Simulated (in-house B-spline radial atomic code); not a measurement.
Au⁺. Computed with a B-spline radial atomic code. Model: non-relativistic spherical atom: semilocal Troullier-Martins pseudo-atom, one channel per l, against all electrons, high spin, G0W0 and RPA with empty states to l = 8, local potential for every l without a channel, a model core (radius 0 = none) keeps its share of the functional.

The core holds an angular momentum without a channel of its own, so the local potential lets valence electrons into it.

Without relativity these are model numbers for so heavy an element.

What the tables leave out is listed at the end.

The pseudopotential gives back the lowest level of each angular momentum of its own functional in the configuration it was made in; a second state of the same l is only approximately right. Exact exchange, RPA and GW see the smooth pseudo-orbitals and miss the exchange with the core, for which the functional's share stands in. The column with an uncorrelated core keeps all orbitals and exact exchange, and so separates missing core correlation from pseudisation. Only the three outermost levels and the lowest empty one were computed. RPA here is direct RPA, with no exchange kernel, and its energies carry an (l + 1/2)⁻⁴ tail. A hybrid on a potential with a model core restores only its own semilocal share of the core's exchange.

Command:
```bash
python run_psgw.py task.json out
```
Settings (lengths in bohr, energies in hartree):
```
Z                      79
electrons              78
configuration          [Xe] 4f14 5d10
generated_in           [Xe] 4f14 5d10 6s1
functional             pbe,pbe
core_shells            10
radius_factor          1.15
core_correction        False
```

Run time, properties included: 20 s on 1 thread of Intel(R) Xeon(R) 6975P-C (Granite Rapids) (shared host).

Given: made with PBE; model core radius 0 bohr; local radius 1.125 bohr; mean-field start PBE0.

Valence shells of the generating configuration: 5s, 5p, 5d, 6s.

Channel: s 1.077, p 1.145, d 1.397 (radii in bohr).

Computed: largest level miss in the spin-unpolarised generating configuration 0.076 eV; valence RPA correlation energy all-electron orbitals -0.99289 hartree; valence RPA correlation energy pseudo -1.1389 hartree; pseudo-atom RPA polarisability 9.6874 bohr³.

```
     level  occupied  mean-field all-electron (eV)  mean-field pseudo minus all (eV)  G0W0 all-electron (eV)  G0W0 uncorrelated core minus all (eV)  G0W0 pseudo minus all (eV)  exchange self-energy all-electron (eV)  exchange self-energy pseudo (eV)
        5d         1                       -17.552                            -0.031                 -21.845                                  0.128                      -0.058                                 -33.275                            -28.36
6s (empty)         0                        -9.385                            -0.134                 -7.3103                                  0.064                      -0.125                                 -3.3995                           -2.5597
```

What is the all-electron RPA polarisability, core included?

9.6023 bohr³.

Given: mean-field start Hartree-Fock.

Computed: valence RPA correlation energy all-electron orbitals -0.87272 hartree; valence RPA correlation energy pseudo -0.99418 hartree; all-electron RPA polarisability, core included 7.1915 bohr³.

| level | occupied | mean-field all-electron (eV) | mean-field pseudo minus all (eV) | G0W0 all-electron (eV) | G0W0 uncorrelated core minus all (eV) | G0W0 pseudo minus all (eV) | exchange self-energy all-electron (eV) | exchange self-energy pseudo (eV) |
| --- | --- | --- | --- | --- | --- | --- | --- | --- |
| 5d | 1 | -21.788 | 0.02 | -21.983 | 0.137 | -0.008 | -33.501 | -28.667 |
| 6s (empty) | 0 | -5.8333 | -0.09 | -6.854 | 0.04 | -0.114 | -2.1129 | -1.6474 |

What is the pseudo-atom RPA polarisability?

7.2861 bohr³.

Among the listed levels the largest G0W0 shift of the pseudo-atom is -0.12 eV, for 6s (empty) on the PBE0 start, while leaving the core uncorrelated moves that level by +0.06 eV. The rest, -0.19 eV, comes from pseudisation and the lost core exchange. Not in the tables (levels of low weight, unsolved or above zero; the highest and the empty levels are kept at any weight): on PBE, a start not tabulated, the G0W0 levels 5d (pseudo minus all -0.01 eV, weights 0.39 and 0.42), 5p (pseudo minus all +0.86 eV, weights 0.15 and 0.15), 5s (pseudo minus all +3.47 eV, weights 0.21 and 0.04), 6s (pseudo minus all -0.12 eV, weights 0.94 and 0.94); on PBE0 the G0W0 levels 5p (pseudo minus all +0.55 eV, weights 0.12 and 0.10), 5s (pseudo minus all +0.47 eV, weights 0.02 and 0.06); on Hartree-Fock the G0W0 levels 5p (pseudo minus all -143.62 eV, weights 0.00 and 0.33), 5s (pseudo minus all -0.02 eV, weights 0.26 and -0.02).
